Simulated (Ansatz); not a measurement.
In₉As₉H₂₆, a nanocrystal cut from wurtzite InAs (hydrogen-capped). Total charge 0; singlet. Geometry PBE-D4/def2-SVP; atoms count from 1.

Cartesian coordinates in Å:
```
As -0.353 2.095 3.664
In -0.098 -0.552 3.342
As -2.816 -1.062 2.991
In 3.593 -0.166 1.091
As 0.887 -0.774 0.928
In 0.716 -3.300 0.269
In -3.912 -1.942 0.699
As -2.026 -3.729 0.011
As 1.245 -3.287 -2.357
In -2.045 3.546 2.029
In 2.390 4.083 0.240
As 3.528 1.825 -0.702
As -0.257 3.285 0.042
In -0.338 0.804 -0.808
As -2.999 0.048 -0.837
In 3.311 0.972 -3.252
As 0.605 0.373 -3.218
In -0.419 -1.945 -4.109
H -0.483 2.367 5.162
H 1.071 2.621 3.496
H 0.388 -1.537 4.687
H -3.380 -1.950 4.101
H -3.637 0.180 3.325
H 3.758 0.428 2.726
H 4.346 -1.605 0.442
H 1.298 -4.606 1.256
H -5.578 -2.421 0.686
H -2.458 -5.063 0.620
H -2.375 -4.075 -1.435
H 2.645 -2.684 -2.442
H 1.625 -4.711 -2.758
H -2.148 5.156 2.667
H -3.367 2.414 1.822
H 2.612 4.098 1.975
H 2.546 5.418 -0.864
H 5.005 2.244 -0.683
H -0.903 3.972 -1.165
H -3.914 1.240 -0.572
H -3.472 -0.260 -2.255
H 4.011 -0.628 -3.332
H 3.476 2.265 -4.404
H -0.165 1.460 -3.974
H -1.987 -2.245 -3.384
H 0.072 -2.350 -5.723
```

In the def2 sets In takes a core potential; there is no spin–orbit coupling. Single mean-field runs in def2-SVP are fitted with def2-universal-jkfit.

Question: Estimate the Mulliken populations of the heavy atoms from the PBE0/def2-SVP orbitals of Ansatz.

Answer: 
```json
{"atom": "As1", "charge (e)": "-0.15"}
{"atom": "In2", "charge (e)": "0.34"}
{"atom": "As3", "charge (e)": "-0.16"}
{"atom": "In4", "charge (e)": "0.27"}
{"atom": "As5", "charge (e)": "-0.44"}
{"atom": "In6", "charge (e)": "0.34"}
{"atom": "In7", "charge (e)": "0.32"}
{"atom": "As8", "charge (e)": "-0.16"}
{"atom": "As9", "charge (e)": "-0.15"}
{"atom": "In10", "charge (e)": "0.26"}
{"atom": "In11", "charge (e)": "0.28"}
{"atom": "As12", "charge (e)": "-0.33"}
{"atom": "As13", "charge (e)": "-0.29"}
{"atom": "In14", "charge (e)": "0.38"}
{"atom": "As15", "charge (e)": "-0.13"}
{"atom": "In16", "charge (e)": "0.28"}
{"atom": "As17", "charge (e)": "-0.29"}
{"atom": "In18", "charge (e)": "0.26"}
```
Mulliken values depend strongly on the basis.

Question: And the Mayer bond orders between heavy atoms (over 0.3)?

Answer: As1–In2 0.77 (2.68 Å); As1–In10 0.58 (2.76 Å); In2–As3 0.56 (2.79 Å); In2–As5 0.87 (2.62 Å); As3–In7 0.76 (2.69 Å); In4–As5 0.55 (2.78 Å); In4–As12 0.77 (2.68 Å); As5–In6 0.87 (2.62 Å); As5–In14 0.83 (2.65 Å); In6–As8 0.56 (2.79 Å); In6–As9 0.77 (2.68 Å); In7–As8 0.76 (2.69 Å); In7–As15 0.77 (2.68 Å); As9–In18 0.58 (2.76 Å); In10–As13 0.75 (2.69 Å); In11–As12 0.73 (2.70 Å); In11–As13 0.57 (2.77 Å); As12–In16 0.73 (2.70 Å); As13–In14 0.88 (2.62 Å); In14–As15 0.56 (2.77 Å); In14–As17 0.88 (2.62 Å); In16–As17 0.57 (2.77 Å); As17–In18 0.75 (2.69 Å).
